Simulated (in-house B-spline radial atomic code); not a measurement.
RPA and G0W0 for Cl²⁺, [Ne] 3s2 3p3, highest spin, as one setting changes: the highest l of the empty states. Start: r2SCAN. A dash marks a level of low quasi-particle weight. Computed with a B-spline radial code for spherical atoms: all electrons, non-relativistic, point nucleus, each spin shell either full or empty, empty states to the listed l with an (l + 1/2)⁻⁴ tail; G0W0 by contour deformation at full frequency.

```tsv
highest l of the empty states	RPA summed (Eh)	RPA extrapolated (Eh)	G0W0 level (eV)
3	-0.78675	-0.87983	3p up -39.54
4	-0.83734	-0.8916	3p up -39.69
5	?	?	?
6	-0.86658	-0.88262	3p up -39.66
7	-0.87152	-0.88162	3p up -39.66
8	?	?	?
9	-0.87611	-0.88081	3p up -39.65
10	-0.87722	-0.88061	3p up -39.65
11	-0.87797	-0.88049	3p up -39.65
```

Question: What belongs in the row for 5?

Answer: RPA summed (Eh): -0.85724; RPA extrapolated (Eh): -0.88495; G0W0 level (eV): 3p up -39.67.

Question: What belongs in the row for 8?

Answer: RPA summed (Eh): -0.87436; RPA extrapolated (Eh): -0.88111; G0W0 level (eV): 3p up -39.66.
